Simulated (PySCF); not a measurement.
Removal energies of Ba(2+) from EOM-IP-GCCSD

Reference: closed-shell Ba(2+), [Xe]; one electron is removed. Calculated with PySCF 2.14, two-component X2C-1e with screened spin-orbit coupling, x2c-TZVPPall-2c with one added diffuse shell each of s, p, d type (12s12p10d2f1g, 121 functions); frozen [Ar] 3d10; the 18 highest virtual spinors dropped; of the others 110 kept and the rest restored at second order. No Breit or QED terms. Binding energies in eV.

```tsv
level	Koopmans	second order	EOM-CCSD
4d3/2	118.46	112.93	114.30
4d5/2	115.67	110.05	111.56
5s1/2	55.325	50.490	51.478
5p1/2	37.774	37.677	37.745
5p3/2	35.457	35.504	35.569
```

In EOM-CCSD the overlap with the one-orbital guess is low for 4d3/2 (weight 0.86), 5s1/2 (weight 0.79). That can mean mixing with two-hole, one-particle states, where second order and EOM-CCSD lose accuracy, or only a rotation among the degenerate components of the shell; the terms of those configurations are not listed.

For comparison, the ionisation energy of Ba(2+) is 35.844 eV (measured; NIST Atomic Spectra Database, ionization energies).

Where second order misses EOM-CCSD by more than 1 eV, it overshoots the relaxation and correlation of that hole or particle, which higher orders damp.
